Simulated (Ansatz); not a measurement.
Cl₂FH₃OSSi₂ (`O[SiH2]S[Si](F)(Cl)Cl`), relaxed with RKS PBE0-D4/def2-TZVP in Ansatz 0.2.0 from a GFN2-xTB geometry. The force threshold is 0.005 eV/Å; the program also tests the step.

Charge 0, multiplicity 1.

Start:

```xyz
10

O    -0.198   -1.997    0.534
Si   -0.053   -1.388   -0.944
S     1.233    0.397   -0.913
Si    0.218    1.641    0.458
F    -0.153    0.720    1.749
Cl   -1.574    2.294   -0.163
Cl    1.383    3.106    1.136
H    -0.269   -1.498    1.346
H    -1.323   -0.946   -1.497
H     0.735   -2.330   -1.705
```

| step | energy (eV) | largest force (eV/Å) | largest move (Å) |
| --- | --- | --- | --- |
| 1 | -56437.1743 | 1.692 | 0.000 |
| 2 | -56437.2540 | 0.694 | 0.108 |
| 3 | -56437.2960 | 0.445 | 0.059 |
| 4 | -56437.3060 | 0.295 | 0.018 |
| 5 | -56437.3140 | 0.176 | 0.039 |
| 6 | -56437.3175 | 0.185 | 0.059 |
| 7 | -56437.3207 | 0.176 | 0.035 |
| 8 | -56437.3239 | 0.082 | 0.049 |
| 9 | -56437.3258 | 0.196 | 0.185 |
| 10 (rejected) | -56437.3241 | 0.214 | 0.090 |
| 11 | -56437.3303 | 0.064 | 0.044 |
| 12 | -56437.3319 | 0.047 | 0.057 |
| 13 | -56437.3325 | 0.040 | 0.067 |
| 14 | -56437.3327 | 0.025 | 0.008 |
| 15 | -56437.3328 | 0.019 | 0.005 |
| 16 | -56437.3328 | 0.007 | 0.008 |
| 17 | -56437.3328 | 0.004 | 0.003 |

End:

```xyz
10

O     0.092   -2.176    0.570
Si   -0.003   -1.328   -0.822
S     1.313    0.390   -0.845
Si    0.169    1.613    0.404
F    -0.434    0.739    1.593
Cl   -1.423    2.472   -0.510
Cl    1.334    3.054    1.211
H    -0.176   -1.730    1.377
H    -1.378   -0.836   -1.079
H     0.505   -2.199   -1.898
```

It took 32 s on 2 threads of an AMD EPYC 7R13 on a shared host and a share of an NVIDIA H100 80 GB, with 0.97 GiB of host memory at the peak.
